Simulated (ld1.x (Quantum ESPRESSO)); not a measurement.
# PBE PAW dataset for Al (Z = 13), non-relativistic all-electron reference.

ld1.x (Quantum ESPRESSO) 7.5 input, shortened:

```
&input
   title='Al', zed=13., rel=0, dft='PBE', iswitch=3,
   config='[Ne] 3s1 3p0 3d-2'
 /
 &inputp
   pseudotype=3, lpaw=.true., tm=.true., lloc=-2, rcloc=0.85,
   nlcc=.true., new_core_ps=.true., rcore=1.00,
   which_augfun='PSQ', rmatch_augfun_nc=.true.
 /
5
2S  1  0   2.00   0.00  1.15  1.25  0.0
3S  2  0   1.00   0.00  1.15  1.25  0.0
2P  2  1   6.00   0.00  1.00  1.62  0.0
3P  3  1   0.00   0.00  1.00  1.62  0.0
3D  3  2  -2.00  -0.05  0.80  1.00  0.0
 &test
   configts(1)='2s2 2p6 3s1 3p0'
 /
```

Poles of the logarithmic derivatives, all-electron (AE) and pseudo (PS). s: poles at -9.4, 3.9 (AE) and -9.4, 3.6 (PS) Ry. p: poles at -6.5, 4.6 (AE) and -6.5, 3.9 (PS) Ry. d: poles at 4.1 (AE) and 4.1 (PS) Ry. Test radius 1.74 bohr.

- Cutoffs needed: 55 Ry and 80 Ry (the cutoffs (Ry, on a coarse ladder) from which the occupation-weighted sum of valence levels, in a spherical-Bessel basis at the reference potential, stays within 10 and 1 mRy of its value at 400 Ry)
- Ghost test: no extra level below or beside the all-electron valence levels (s, p, d, f tested) (spherical-Bessel basis up to 400 Ry, 20 bohr box)
- Configuration tests: test run stopped at test 6 of 7 (negative rho), 3 before it not solved; not counted: 2s2 2p6 3s2 3p1 (solver errors, printed error -3.0 eV); 2s2 2p6 3s2 3p1.3 (solver errors, printed error -4.8 eV); 2s2 2p6 3s2 3p0.5 (solver errors, printed error -824 meV)
- Lowest eigenvalue of the overlap operator: 0.13 (s channel)
- Density cutoff estimated by the generator: 588 Ry
